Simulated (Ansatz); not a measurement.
Species: C₂H₂Cl, net charge 0, doublet state. It need not be the lowest isomer of its formula. 
Coordinates optimised at B3LYP-D3(BJ)/def2-TZVP (Ansatz, an electronic-structure program):
```xyz
5

C      1.7016    -0.2584     0.0228
C      0.6654     0.5164     0.0131
Cl    -0.9934    -0.1090    -0.0151
H      1.9960    -1.2918     0.0201
H      0.6906     1.5972     0.0208
```
Charge 0, spin multiplicity 2.

Basis-set convergence of Hartree-Fock and MP2 correlation energies (hartree) with Ansatz. Cores are frozen in the correlated levels unless marked. Open shells are spin-unrestricted. Spin-orbit coupling is left out. No relativistic terms.

The UHF reference is spin-contaminated (<S^2> 0.20 over the pure value in the largest basis). 

```json
[
 {"basis": "cc-pV(D+d)Z", "functions": "61", "E(HF)": "-536.31968", "E(corr, MP2)": "-0.36130"},
 {"basis": "cc-pV(T+d)Z", "functions": "127", "E(HF)": "…", "E(corr, MP2)": "…"}
]
```

Fill in the missing entries.


- cc-pV(T+d)Z, E(HF): -536.35607
- cc-pV(T+d)Z, E(corr, MP2): -0.46418
